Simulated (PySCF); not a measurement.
```tsv
wavenumber (cm⁻¹)	absorption (km/mol per cm⁻¹)
0	0.003
16	0.003
33	0.003
49	0.004
66	0.005
82	0.005
98	0.006
115	0.008
131	0.011
148	0.015
164	0.025
181	0.051
197	0.150
213	0.367
230	0.118
246	0.045
263	0.025
279	0.017
295	0.014
312	0.013
328	0.013
345	0.013
361	0.014
378	0.016
394	0.018
410	0.022
427	0.027
443	0.035
460	0.047
476	0.068
492	0.107
509	0.192
525	0.436
542	1.456
558	2.344
574	0.660
591	0.256
607	0.133
624	0.083
640	0.058
657	0.044
673	0.037
689	0.033
706	0.032
722	0.034
739	0.039
755	0.050
771	0.074
788	0.131
804	0.308
821	1.076
837	1.083
854	0.308
870	0.128
886	0.070
903	0.044
919	0.030
936	0.023
952	0.017
968	0.014
```

This is the computed harmonic infrared spectrum of singlet BiOF, Lorentzian lines of 24 cm⁻¹ full width. Level of theory: PySCF, PBE0, basis Bi def2-TZVP with ECP60, O def2-TZVP, F def2-TZVP (scalar-relativistic core potentials, no spin–orbit coupling, density fitting).

**Question.** Which bands make it up, and how are they assigned?

**Answer.** In Cs symmetry, counting bands above 1 % of the strongest: 212 cm⁻¹ (a', bend, 14 km/mol); 553 cm⁻¹ (a', stretch, 104 km/mol); 829 cm⁻¹ (a', stretch, 59 km/mol).

Only a few start shapes were tried, so a lower isomer may exist. No spin–orbit coupling is included, which matters more the heavier the element.
